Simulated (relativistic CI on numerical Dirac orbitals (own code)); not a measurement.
## Pm LI: sensitivity of the levels to the model

Base calculation: Dirac-Coulomb-Breit CI, KLI orbitals optimised for each configuration, a model potential for QED, unscaled Slater integrals.

CI space (outside the closed core [Ne]): 3s, 3p, 3d, 4s, 4p, 4d, 4f, 5s, 5p, 5d, 5f, 5g, 6s, 6p, 6d. Levels of other configurations are missing.

Variants: (1) P86 correlation estimate; (2) Breit term removed; (3) configuration mixing switched off. Shifts of the energy above 3s 2S_1/2, in eV, for the lowest level and the first level of each name with at least 55 % of one term (blank where a level changes its place among those of its configuration and J or its character, or is not in the variant):

```
     Level     Base   Δ(1)   Δ(2)   Δ(3)
 3s 2S_1/2     0.00   0.00   0.00   0.00
3p 2P°_1/2   119.39  +0.11  -2.08  +0.01
3p 2P°_3/2   270.73  +0.11  -0.11  -0.01
 3d 2D_3/2   418.11  -0.25  +0.71   0.00
 3d 2D_5/2   452.55  -0.25  +1.94  -0.01
 4s 2S_1/2  2038.57  -0.19  +1.87  -0.03
4p 2P°_1/2  2087.97  -0.14  +1.03  -0.03
4p 2P°_3/2  2149.72  -0.14  +1.81  -0.03
 4d 2D_3/2  2205.58  -0.22  +2.20  -0.03
 4d 2D_5/2  2220.51  -0.22  +2.66  -0.02
4f 2F°_5/2  2250.15  +0.19  +2.97  -0.02
4f 2F°_7/2  2256.61  +0.19  +3.04  -0.02
 5s 2S_1/2  2945.68  +0.01  +2.47  -0.03
5p 2P°_1/2  2970.53  +0.04  +2.06  -0.03
5p 2P°_3/2  3001.57  +0.04  +2.45  -0.03
 5d 2D_3/2  3028.90  -0.03  +2.66  -0.03
 5d 2D_5/2  3036.61  -0.03  +2.87  -0.02
5f 2F°_5/2  3051.26  +0.03  +3.00  -0.02
5f 2F°_7/2  3054.57  +0.03  +3.05  -0.02
 5g 2G_7/2  3056.57  -0.13  +3.05  -0.02
 5g 2G_9/2  3058.55  -0.13  +3.06  -0.02
 6s 2S_1/2  3426.82  +0.13  +2.73  -0.03
```

At this charge energies of transitions that change n are usually good to better than 1 %, and those within a shell (Δn = 0) to a few per cent.

Ionisation energy from the two ground configurations alone: base 4476.1 eV; Breit term removed 4479.16 eV. The NIST ASD value (theoretical) is 4476 eV.
